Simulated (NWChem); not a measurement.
## Correlation energy of F3Si

```
Si
F 1 1.6265
F 1 1.6265 2 107.83
F 1 1.6265 2 107.83 3 116.18
```
Charge 0, spin multiplicity 2.

All runs are NWChem calculations. The geometry was optimised at UPBE/def2-SVP, a minimum by its harmonic frequencies.

Basis set: 3-21G. Each correlation energy counts from its own Hartree-Fock reference.

The correlated methods keep 8 core orbitals frozen. The structure started from a generated list of species. The unpaired electrons of the parent sit in orbitals of symmetry a' (Cs labels of the run); other states weren't searched. No SCF solution was tested for a lower state. Open-shell Hartree-Fock references start from PBE0 orbitals. Coupled-cluster values serve here as a point of comparison, not as the truth.

```csv
method,correlation energy (mHa)
CCSD on UHF,-392.9
CCSD[T] on ROHF,-401.6
CCSD(T) on ROHF,-400.3
CCSD[T] on UHF,-400.2
CCSD on ROHF,-394.1
UMP2,-392.5
SCS-UMP2,(withheld)
CCSD(T) on UHF,(withheld)
```

What belongs in the gaps?


- SCS-UMP2, correlation energy (mHa): -378.6
- CCSD(T) on UHF, correlation energy (mHa): -398.9
